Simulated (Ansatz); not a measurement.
Basis sets compared for n-SiSiSiSiSiH12 (Si5H12). Charge 0, multiplicity 1. Geometry r2SCAN-D4/def2-SVP. Ansatz on 4 threads of Arm Neoverse V2 on a shared host; times are rough, and most runs start from earlier orbitals.

```tsv
atom	x (Å)	y (Å)	z (Å)
Si1	0.131	2.593	-0.475
Si2	1.692	0.841	-0.546
Si3	1.274	-0.614	1.251
Si4	-1.009	-1.165	1.213
Si5	-1.577	-1.900	-0.943
H6	0.169	3.244	0.871
H7	0.416	3.624	-1.519
H8	-1.243	2.049	-0.698
H9	3.084	1.388	-0.484
H10	1.538	0.090	-1.832
H11	1.635	0.062	2.538
H12	2.092	-1.862	1.121
H13	-1.812	0.054	1.549
H14	-1.325	-2.228	2.220
H15	-1.399	-0.780	-1.917
H16	-0.674	-3.022	-1.343
H17	-2.994	-2.373	-1.007
```

Another isomer (singlet) lies 0.16 eV lower at PBE0-D4/def2-TZVP; other spin states weren't run for this one.

Binding counts from free atoms (Si triplet, H doublet) in the same basis, without a counterpoise term.

```csv
level,functions,energy (Eh),HOMO (eV),LUMO (eV),binding per atom (eV),wall time
PBE-D4/def2-SVP,150,-1453.4413,-6.88,-1.05,2.94,2.1 s
PBE0-D4/def2-SVP,150,-1453.6018,-7.94,-0.30,2.94,2.9 s
```

(1) Estimate the rows for PBE-D4/def2-TZVP (with forces), PBE0-D4/def2-TZVP.

Answers

(1) 
| level | functions | energy (Eh) | HOMO (eV) | LUMO (eV) | binding per atom (eV) | wall time |
| --- | --- | --- | --- | --- | --- | --- |
| PBE-D4/def2-TZVP (with forces) | 257 | -1453.9509 | -6.84 | -1.25 | 2.95 | 4.5 s |
| PBE0-D4/def2-TZVP | 257 | -1454.1058 | -7.86 | -0.45 | 2.96 | 6.5 s |
